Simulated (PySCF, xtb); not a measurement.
dichloro(silyloxy)silane (Cl2H4OSi2), SMILES [SiH3]O[SiH](Cl)Cl. The values are those of a single conformer.

Harmonic wavenumbers (cm⁻¹) from GFN2-xTB (xtb 6.7.1) at its own minimum, in rising order: 30, 45, 62, 144, 201, 247, 450, 543, 578, 600, 616, 627, 701, 754, 772, 809, 1097, 2278, 2290, 2306, 2371.

**Question.** What does ωB97X-D3(BJ)/def2-SVP (PySCF 2.14.0) give at its own minimum? (The exact figures need the calculation; the answer reports its results.)

**Answer.** 26, 57, 73, 185, 261, 330, 524, 610, 658, 737, 745, 833, 859, 967, 971, 995, 1107, 2276, 2285, 2297, 2368. Paired by order, the mean absolute difference is 81 cm⁻¹ and the zero-point energies are 25.0 and 27.4 kcal/mol.
